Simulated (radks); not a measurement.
Results of a calculation; reference values are marked as such.
Trend from K2+ to Kr2+: ionisation energy by Delta-SCF between NIST ground configurations, and size. Level of theory: scalar-relativistic Kohn-Sham, r2SCAN, spin-polarised, spherical densities, finite nucleus; open shells are filled with parallel spins first; meta-GGA in the generalised Kohn-Sham scheme; Fermi nuclear charge, rms radius of each element as measured or else 0.836 A^(1/3) + 0.57 fm (a radial shooting solver on a logarithmic mesh with Libxc functionals).

species      configuration  IE (eV)  NIST (eV)       kind  outermost  <r> outermost (bohr)
K2+           [Ne] 3s2 3p5   45.910     45.803  semi-emp.         3p                  1.36
Ca2+                  [Ar]   51.466     50.913       exp.         3p                  1.26
Sc2+              [Ar] 3d1   24.496     24.757       exp.         3d                  1.55
Ti2+              [Ar] 3d2   27.283     27.492       exp.         3d                  1.41
V2+               [Ar] 3d3   29.819     29.311       exp.         3d                  1.30
Cr2+              [Ar] 3d4   32.199      30.96       exp.         3d                  1.20
Mn2+              [Ar] 3d5   34.462      33.67       exp.         3d                  1.12
Fe2+              [Ar] 3d6   29.966      30.65       exp.         3d                  1.12
Co2+              [Ar] 3d7   32.857       33.5  semi-emp.         3d                  1.05
Ni2+              [Ar] 3d8   35.500      35.19       exp.         3d                 0.980
Cu2+              [Ar] 3d9   37.997      36.84       exp.         3d                 0.924
Zn2+             [Ar] 3d10   40.390     39.723       exp.         3d                 0.875
Ga2+         [Ar] 3d10 4s1   31.324     30.726       exp.         4s                  2.07
Ge2+         [Ar] 3d10 4s2   34.053     34.058       exp.         4s                  1.94
As2+     [Ar] 3d10 4s2 4p1   27.997      28.35       exp.         4p                  2.13
Se2+     [Ar] 3d10 4s2 4p2   31.977      31.70       exp.         4p                  1.97
Br2+     [Ar] 3d10 4s2 4p3   35.678      34.87       exp.         4p                  1.83
Kr2+     [Ar] 3d10 4s2 4p4   35.171      35.84       exp.         4p                  1.74

Reference values: NIST Atomic Spectra Database (exp. = measured, semi-emp. = semi-empirical, theory = theoretical value adopted there). Open shells are spherical and high-spin; term and fine-structure splittings are not resolved.
